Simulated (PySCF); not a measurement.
C8H7F3O.
Atom-mapped SMILES: `[CH2:1]=[C:2]1[CH:3]=[C:4]([C:5]([F:6])([F:7])[F:8])/[C:9]1=[CH:10]/[O:11][CH3:12]` (hydrogens: H13, H14 on C1; H15 on C3; H16 on C10; H17, H18, H19 on C12)

Structure optimised with GFN2-xTB, isolated species.

(1) Give the optimised bond lengths and angles.

## Answers

(1) 
```tsv
bond	length (pm)
C1=C2	132.1
C2–C3	147.7
C3=C4	135.7
C4–C5	148.2
C5–F6, C5–F7, C5–F8	134.7
C4–C9	146.9
C9=C10	133.1
C10–O11	135.0
O11–C12	141.0
C2–C9	149.3
C1–H13	107.7
C1–H14	107.6
C3–H15	107.2
C10–H16	108.6
C12–H17, C12–H18, C12–H19	109.2
```

Bonds in one row agree within 1 pm and their mean is given. A selection of angles:
```tsv
angle	degrees
C2–C1–H13	121.7
C2–C1–H14	120.7
H13–C1–H14	117.6
C1–C2–C3	136.7
C1–C2–C9	135.5
C3–C2–C9	87.8
C2–C3–C4	91.9
C2–C3–H15	133.9
C4–C3–H15	134.3
C3–C4–C5	135.1
C3–C4–C9	93.5
C5–C4–C9	131.4
C4–C5–F6	113.0
C4–C5–F7	112.4
F6–C5–F7	106.6
F7–C5–F8	105.5
C4–C9–C10	134.7
C2–C9–C4	86.9
C2–C9–C10	138.4
C9–C10–O11	122.6
C9–C10–H16	120.3
O11–C10–H16	117.1
C10–O11–C12	115.7
O11–C12–H17	106.3
O11–C12–H18	111.2
H17–C12–H18	109.4
```

Dihedral angles: C1–C2–C3–C4 180° (antiperiplanar); C2–C3–C4–C5 180° (antiperiplanar); C3–C4–C5–F6 2° (synperiplanar); C3–C4–C9–C10 -179° (antiperiplanar); C4–C9–C10–O11 180° (antiperiplanar); C9–C10–O11–C12 -179° (antiperiplanar); C1–C2–C9–C4 180° (antiperiplanar). The mirror-image conformer, all signs reversed, is as good.

The C–O distances run from 1.350 Å (C10–O11, drawn single) to 1.410 Å (O11–C12, drawn single), a spread of 0.060 Å. The C–C distances run from 1.321 Å (C1=C2, drawn double) to 1.493 Å (C2–C9, drawn single), a spread of 0.172 Å. Of the pairs four or more bonds apart, H16···H19 is among the closest relative to their van der Waals radii: 2.48 Å, 103 % of the sum of Bondi's values. The 4-membered ring C2–C3–C4–C9 has internal angles of 86.9° to 93.5° (sum 360°, against 360° for a flat polygon); it is planar, 0.00 Å rms from its mean plane, widest ring torsion 0°. O11 (ether oxygen) is bent (angle 115.7°).

Point group: near Cs, missed by 0.12 Å at most; the miss may be what the optimiser left on a soft mode. No frequency check. The numbers are those of one conformer.

All values are computed, not measured.
